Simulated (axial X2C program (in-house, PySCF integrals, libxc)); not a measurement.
# Nuclear properties of HfOH⁺

Computed with an axial X2C code built on PySCF integrals: two-component X2C with atomic mean-field Coulomb and Gaunt terms, Gaussian nuclei, basis Hf dyall-v3z, O dyall-av3z, H dyall-v3z with contracted cores.

Hf–O–H held linear, with bonds 1.809 and 0.961 Å (near the PBE0 minimum at charge 1 of the determinant lowest at the starting distance; the state shown can have its own minimum elsewhere, held linear; other orders of the atoms were not compared).

Input and command:
```json
{"zs": [72, 8, 1], "q": 1, "bas": ["dyall-v3z", "dyall-av3z", "dyall-v3z"], "r0": [2.15, 0.96], "symm": 0, "scan": ["PBE0", "HF", "BHandHLYP"], "levels": ["PBE0", "HF", "PBE"], "nst": 2}
```
```bash
python solin.py task.json out
```

Keys: zs atomic numbers; q charge; bas basis sets; r0 starting distance in Å; symm equal bonds; scan levels of the two-bond scan; levels methods; nst determinants followed.

Determinant lowest in the PBE0 search, Ω = 1 (⟨Sz⟩ = -0.99, ⟨Lz⟩ = 1.99 at PBE0), spin on the atoms Hf -1.01, O 0.02, H 0.00:

```json
{"level": "PBE0", "Eeff magnitude (GV/cm)": "22.2", "Ws magnitude Hf (kHz)": "19.5", "A∥/gI Hf (MHz)": "-5580", "qzz Hf (a.u.)": "-3.01", "A∥/gI O (MHz)": "-6.62", "qzz O (a.u.)": "1.07", "A∥/gI H (MHz)": "0.921", "qzz H (a.u.)": "0.46"}
{"level": "HF", "Eeff magnitude (GV/cm)": "28.2", "Ws magnitude Hf (kHz)": "24.9", "A∥/gI Hf (MHz)": "-5460", "qzz Hf (a.u.)": "-4.20", "A∥/gI O (MHz)": "0.769", "qzz O (a.u.)": "1.11", "A∥/gI H (MHz)": "0.717", "qzz H (a.u.)": "0.46"}
{"level": "PBE", "Eeff magnitude (GV/cm)": "21.8", "Ws magnitude Hf (kHz)": "19.3", "A∥/gI Hf (MHz)": "-5510", "qzz Hf (a.u.)": "-2.71", "A∥/gI O (MHz)": "-9.22", "qzz O (a.u.)": "1.04", "A∥/gI H (MHz)": "1.03", "qzz H (a.u.)": "0.46"}
```

Determinant 0.02 eV from it at PBE0 and this distance, Ω = 0 (closed shell), highest spinor 57% Hf s, 21% Hf d, 12% O p:

```csv
level,qzz Hf (a.u.),qzz O (a.u.),qzz H (a.u.)
PBE0,-7.26,1.01,0.46
HF,-9.16,1.06,0.46
PBE,-6.71,0.98,0.46
```

Eeff is the effective electric field on the electron electric dipole moment in this Ω state and Ws the scalar–pseudoscalar constant of the nucleus named (defined with the proton number Z and per Ω); A∥ (defined per Ω) follows by multiplying with gI = μI/(I μN); qzz is the electric field gradient, eQq0 = 234.96 MHz × Q/barn × qzz. The operators were transformed with the bare-nucleus X2C matrices; with these basis sets, hyperfine constants and field gradients can be off by tens of per cent, and where levels differ in sign neither size nor sign is settled.

Q: With gI(177Hf) = 0.2267, Q(177Hf) = 3.365 barn, Q(17O) = -0.02558 barn, gI(1H) = 5.5857 (g factors from the IAEA table of nuclear moments by Stone; Q from Pyykkö, Mol. Phys. 2018), turn the PBE0 values of the first state into constants in MHz.

A: A∥(177Hf) = -5580 × 0.2267 = -1260 MHz; eQq0(177Hf) = 234.96 × (3.365) × (-3.01) = -2380 MHz; eQq0(17O) = 234.96 × (-0.02558) × (1.07) = -6.43 MHz; A∥(1H) = 0.921 × 5.5857 = 5.14 MHz.

The molecule was held linear; bending was not examined, so a bent shape may lie lower.

Each state is one determinant with collinear spin, which with several unpaired electrons need not be a pure state. Unrestricted Hartree–Fock can overshoot spin polarisation at the nuclei. With several open shells hyperfine constants can be off by a factor of several. Open-shell Ω = 0 determinants with evenly filled partner blocks cannot be reached by this program, so the Ω shown need not be the lowest component. At PBE a later determinant lies lower. States lie within half an eV, so the first need not be the ground state. Where a field gradient or hyperfine factor spreads by more than a factor of two over the levels, a constant derived from it is not to be relied on. PBE0 term energies can be off by some tenths of an eV.
